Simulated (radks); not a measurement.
Values are calculated unless marked as measured or tabulated.
All-electron atom: La in [Xe] 5d1 6s2.

Level of theory: Dirac Kohn-Sham, PBE, spin-unpolarised, spherical densities, finite nucleus; open shells fill j = l - 1/2 first; Fermi nuclear charge, rms radius 4.855 fm (a radial shooting solver on a logarithmic mesh with Libxc functionals).

Energy parts (hartree):
total: -8497.1360
kinetic: 9092.5692
electron-nucleus: -20672.1707
Hartree: 3286.3447
exchange-correlation: -203.8791

Orbitals (lengths in bohr, moments of r in powers of bohr; r(max) is where P^2 peaks):
| orbital | occ. | eigenvalue (hartree) | <1/r> | r(max) | <r> |
|---|---|---|---|---|---|
| 1s1/2 | 2 | -1422.766 | 62.01 | 0.01608 | 0.02507 |
| 2s1/2 | 2 | -226.4007 | 14.59 | 0.09109 | 0.1070 |
| 2p1/2 | 2 | -213.5266 | 14.57 | 0.06950 | 0.08991 |
| 2p3/2 | 4 | -198.3447 | 13.25 | 0.07466 | 0.09601 |
| 3s1/2 | 2 | -48.42343 | 5.254 | 0.2606 | 0.2848 |
| 3p1/2 | 2 | -42.99421 | 5.166 | 0.2473 | 0.2747 |
| 3p3/2 | 4 | -40.03525 | 4.837 | 0.2585 | 0.2867 |
| 3d3/2 | 4 | -30.52380 | 4.700 | 0.2083 | 0.2577 |
| 3d5/2 | 6 | -29.89079 | 4.616 | 0.2114 | 0.2615 |
| 4s1/2 | 2 | -9.77716 | 2.171 | 0.6087 | 0.6542 |
| 4p1/2 | 2 | -7.77920 | 2.067 | 0.6192 | 0.6746 |
| 4p3/2 | 4 | -7.14983 | 1.960 | 0.6433 | 0.7016 |
| 4d3/2 | 4 | -3.87424 | 1.741 | 0.6675 | 0.7621 |
| 4d5/2 | 6 | -3.76497 | 1.715 | 0.6754 | 0.7717 |
| 5s1/2 | 2 | -1.42655 | 0.8528 | 1.410 | 1.558 |
| 5p1/2 | 2 | -0.88508 | 0.7522 | 1.543 | 1.750 |
| 5p3/2 | 4 | -0.79301 | 0.7142 | 1.608 | 1.831 |
| 6s1/2 | 2 | -0.13467 | 0.2840 | 3.826 | 4.430 |
| 5d3/2 | 1 | -0.11657 | 0.4459 | 2.194 | 2.969 |
| 5d5/2 | 0 | -0.10970 | 0.4358 | 2.233 | 3.038 |

The highest occupied level is 5d3/2 at -3.172 eV. Summed over all electrons, <r^2> = 95.34 bohr^2, which gives a Langevin (diamagnetic) susceptibility term of -75.5 x 10^-6 cm^3/mol. The density falls to 0.001 e/bohr^3 at r = 5.48 bohr.
